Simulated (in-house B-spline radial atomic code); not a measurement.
Atomic self-consistent-field run: Mn7+. Computed with a B-spline radial code for spherical atoms: scalar-relativistic (X2C) PBEsol, spin-polarised, spherical fractional occupations, Fermi nucleus of rms radius 3.7057 fm.

Command:
```bash
python run_scf.py task.json out
```
Settings (nuclear radius in fm, mass in u):
```
Z                25
configuration    [Ne] 3s2 3p6
hamiltonian      x2c
method           pbesol
spin_polarised   True
nucleus          fermi
rms_radius       3.7057
atomic_mass      54.93804
speed_of_light   137.035999084
```

Output (hartree, bohr):
```
 radial grid: 65 intervals, B-splines of order 8, outer radius 8.961 bohr

 iter        energy (Eh)    residual
    1       -1136.454839    5.95e-01
    2       -1141.914000    2.09e-01
    3       -1142.512564    6.85e-02
    4       -1142.584698    2.32e-02
    5       -1142.592833    7.89e-03
    6       -1142.593901    2.61e-04
    7       -1142.593901    3.57e-06
    8       -1142.593901    4.79e-08

 total energy                     -1142.59390
 kinetic                            1157.4242
 electron-nucleus                  -2635.4248
 Hartree                             382.0813
 exchange-correlation                -46.6747

 orbital      occ     eigenvalue          <r>       <r^2>       <1/r>       r_max
 1s up      1.000      -241.0872    0.0606582  0.00496127     25.2196     0.03956
 1s down    1.000      -241.0872    0.0606582  0.00496127     25.2196     0.03956
 2s up      1.000       -32.6994     0.279112   0.0920223     5.35193      0.2327
 2s down    1.000       -32.6994     0.279112   0.0920223     5.35193      0.2327
 2p up      3.000       -28.5293     0.246909    0.074927     5.20528      0.1885
 2p down    3.000       -28.5293     0.246909    0.074927     5.20528      0.1885
 3s up      1.000        -7.9179     0.793865    0.719795      1.7981      0.7125
 3s down    1.000        -7.9179     0.793865    0.719795      1.7981      0.7125
 3p up      3.000        -6.7161     0.811594    0.762849     1.69066      0.7158
 3p down    3.000        -6.7161     0.811594    0.762849     1.69066      0.7158
```

Time taken, with all properties: 0.25 s on 1 thread of Arm Neoverse N1 (shared host).
